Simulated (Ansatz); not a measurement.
Species: RhB, net charge 0, singlet state. SMILES: [B][Rh]
Geometry: optimised at B3LYP-D3(BJ)/def2-TZVP (Ansatz, a program for electronic structure).

Wanted: vertical ionisation energy to the doublet, in eV. Set-up: frozen cores in correlated levels (noble-gas shells and the d and f shells of earlier blocks); UHF or UKS for open shells; each state is the SCF solution reached for its charge and spin; six Cartesian d functions in 6-31G* and its kin unless marked 5d; STO-3G and 3-21G all-electron and non-relativistic; LANL2DZ with its own core potentials from Na on; no spin-orbit coupling; def2 sets with scalar-relativistic core potentials past Kr. Ab initio and DFT rows: single points at B3LYP-D3(BJ) geometries (Ansatz). A UHF reference is markedly spin-contaminated in at least one set, which strains HF and MP2. The Hartree-Fock reference of [B][Rh] is unstable towards a lower, spin-broken solution. The spin state of an ion or metal species was assumed, not searched.

```tsv
level	program	vertical ionisation energy to the doublet (eV)
HF/6-31G* with LANL2DZ past Ar	Ansatz	6.04
PBE/6-31G* with LANL2DZ past Ar	Ansatz	8.41
B3LYP/STO-3G	Ansatz	4.28
B3LYP/3-21G	Ansatz	7.77
B3LYP/6-31G* with LANL2DZ past Ar	Ansatz	8.22
MP2/6-31G* with LANL2DZ past Ar	Ansatz	8.21
PBE/def2-TZVPD	Ansatz	8.41
wB97M-V/def2-TZVPD	Ansatz	7.96
```

No value to compare with is used here. The 6 habitual levels span 4.28 (B3LYP/STO-3G) to 8.41 eV (PBE/6-31G* with LANL2DZ past Ar); PBE/def2-TZVPD gives 8.41.

The levels are drawn from those run, B3LYP/6-31G* more often than the rest, none by its result; left out are runs that failed, that the program found above a lower state of the same kind, or whose <S^2> lies over 0.5 above the pure value.
